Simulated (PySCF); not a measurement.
# EPR parameters of C5H7O2

Compound: C5H7O2 (doublet state).
Z-matrix (Å and degrees, GFN2-xTB geometry), rows numbered from 1:
```
C 
O   1  1.4081
C   2  1.3679  1  115.70
C   3  1.5034  2  119.87  1   167.14
C   4  1.5007  3   99.83  2  -148.59
C   5  1.3357  4  108.82  3     3.25
O   6  1.3561  5  113.63  4     0.08
H   1  1.0941  2  111.01  3   -63.04
H   1  1.0882  2  106.11  3   177.49
H   1  1.0945  2  111.02  3    58.11
H   4  1.0971  3  112.18  2    91.99
H   4  1.1009  3  112.36  2   -28.09
H   5  1.0708  4  124.34  3  -177.68
H   6  1.0737  5  130.86  4  -178.82
```

The hyperfine couplings belong to this conformer and change with its torsions.

As a line formula: `CO[C]1CC=CO1` [radical].

Level of theory: PySCF 2.14.0, UKS B3LYP, pcH-1 on C H O, non-relativistic, mean-field spin-orbit, GIAO. One conformer (not necessarily the lowest) at the GFN2-xTB geometry, without solvent, vibrations or thermal averaging. Couplings are sensitive to structure, and on GFN2-xTB geometries they can be far from those on DFT ones. Stability of the SCF solution: not tested.

```json
{
  "g1, g2, g3": "2.00199, 2.00346, 2.00386",
  "g_iso": "2.00310",
  "Form of g": "rhombic: the two nearest values differ by 21 % of g3 − g1",
  "⟨S²⟩": "0.7540 (exact 0.7500)",
  "α and β electrons": "27, 26",
  "HOMO–LUMO gap, α and β orbitals": "4.57, 5.75 eV",
  "Total energy": "-345.11527 Eh",
  "Basis functions": "245"
}
```

Isotropic coupling and dipolar principal values T1 to T3, in MHz; ρ(0) is the spin density at the nucleus:

```json
{"atom": "C1", "isotope": "13C", "a_iso": "0.5", "T1": "-1.7", "T2": "-0.7", "T3": "2.4", "Mulliken spin population": "-0.01", "ρ(0) (bohr⁻³)": "0.0005"}
{"atom": "O2", "isotope": "17O", "a_iso": "-27.1", "T1": "-51.8", "T2": "24.1", "T3": "27.7", "Mulliken spin population": "0.09", "ρ(0) (bohr⁻³)": "0.0448"}
{"atom": "C3", "isotope": "13C", "a_iso": "261.0", "T1": "-71.9", "T2": "-70.2", "T3": "142.2", "Mulliken spin population": "0.77", "ρ(0) (bohr⁻³)": "0.2322"}
{"atom": "C4", "isotope": "13C", "a_iso": "3.5", "T1": "-3.5", "T2": "-1.3", "T3": "4.8", "Mulliken spin population": "-0.06", "ρ(0) (bohr⁻³)": "0.0031"}
{"atom": "C5", "isotope": "13C", "a_iso": "8.0", "T1": "-5.9", "T2": "-3.0", "T3": "8.9", "Mulliken spin population": "0.07", "ρ(0) (bohr⁻³)": "0.0071"}
{"atom": "C6", "isotope": "13C", "a_iso": "2.4", "T1": "-5.4", "T2": "0.6", "T3": "4.8", "Mulliken spin population": "-0.02", "ρ(0) (bohr⁻³)": "0.0022"}
{"atom": "O7", "isotope": "17O", "a_iso": "-47.4", "T1": "-34.1", "T2": "16.2", "T3": "17.9", "Mulliken spin population": "0.04", "ρ(0) (bohr⁻³)": "0.0781"}
{"atom": "H8", "isotope": "1H", "a_iso": "10.7", "T1": "-3.0", "T2": "-2.7", "T3": "5.7", "Mulliken spin population": "0.00", "ρ(0) (bohr⁻³)": "0.0024"}
{"atom": "H9", "isotope": "1H", "a_iso": "-1.8", "T1": "-2.8", "T2": "-2.3", "T3": "5.1", "Mulliken spin population": "0.00", "ρ(0) (bohr⁻³)": "-0.0004"}
{"atom": "H10", "isotope": "1H", "a_iso": "10.8", "T1": "-4.1", "T2": "-3.5", "T3": "7.6", "Mulliken spin population": "0.02", "ρ(0) (bohr⁻³)": "0.0024"}
{"atom": "H11", "isotope": "1H", "a_iso": "103.3", "T1": "-5.6", "T2": "-4.7", "T3": "10.3", "Mulliken spin population": "0.03", "ρ(0) (bohr⁻³)": "0.0231"}
{"atom": "H12", "isotope": "1H", "a_iso": "104.4", "T1": "-4.1", "T2": "-2.3", "T3": "6.4", "Mulliken spin population": "0.07", "ρ(0) (bohr⁻³)": "0.0234"}
{"atom": "H13", "isotope": "1H", "a_iso": "-4.3", "T1": "-3.6", "T2": "-1.6", "T3": "5.1", "Mulliken spin population": "0.00", "ρ(0) (bohr⁻³)": "-0.0010"}
{"atom": "H14", "isotope": "1H", "a_iso": "0.9", "T1": "-2.6", "T2": "-1.7", "T3": "4.3", "Mulliken spin population": "0.00", "ρ(0) (bohr⁻³)": "0.0002"}
```

The largest Mulliken spin populations are on C3 (+0.77), O2 (+0.09), H12 (+0.07) and C5 (+0.07). C3 is the only atom above +0.15. The angles at C3 add up to 348.7°, so it is slightly pyramidal.

Axes: g2 points within 14° of the C3–O7 bond.

Under fast tumbling the dipolar parts average out, and these isotropic splittings remain: 2 × 1H (H11/H12, I = 1/2, 3 lines) with 3.70 mT, 3 × 1H (H8/H9/H10, I = 1/2, 4 lines) with 0.23 mT, 1 × 1H (H13, I = 1/2, 2 lines) with 0.15 mT and 1 × 1H (H14, I = 1/2, 2 lines) with 0.03 mT.

Nuclei that the bonding pattern makes equivalent are averaged, as if the motion that swaps them (rotation, inversion, ring flip) were fast. The three 1H nuclei of mean +6.6 MHz run from -1.8 to 10.8 MHz in the frozen geometry.

The 13C coupling of C3 (261.0 MHz) shows only in satellite lines or after enrichment, since that isotope makes up about 1.07 % of natural carbon.

The 17O coupling of O7 (-47.4 MHz) shows only in satellite lines or after enrichment, since that isotope makes up about 0.038 % of natural oxygen.
